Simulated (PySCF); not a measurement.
Mo(O)2(Cl)(SH) (ClHMoO2S), SMILES [O]=[Mo](=[O])([SH])[Cl], multiplicity 1. The structure is a stationary point at PBE-D3(BJ)/def2-SVP. The multiplicity is an assumed one; no other spin state was optimised. The structure was generated by enumeration; whether it is a known compound was not checked. The def2 effective core potentials stand for the cores of Mo; spin–orbit coupling is left out. One conformer was computed; it need not be the lowest.

Give the equilibrium geometry at PBE-D3(BJ)/def2-SVP (PySCF confirms it by a frequency run) as bond lengths and angles. (Estimate from the structure and the level; the computed values follow.)

One answer among several that fit: 
Atoms: Mo1 O2 O3 Cl4 S5 H6. Bond lengths (Å): Mo1–O2 1.693, Mo1–O3 1.691, Mo1–Cl4 2.279, Mo1–S5 2.338, S5–H6 1.367. Bond angles (°): O2–Mo1–O3 109.4, O2–Mo1–Cl4 109.9, O2–Mo1–S5 108.7, O3–Mo1–Cl4 110.7, O3–Mo1–S5 106.1, Cl4–Mo1–S5 111.9, Mo1–S5–H6 92.8.
Charge 0, spin multiplicity 1.
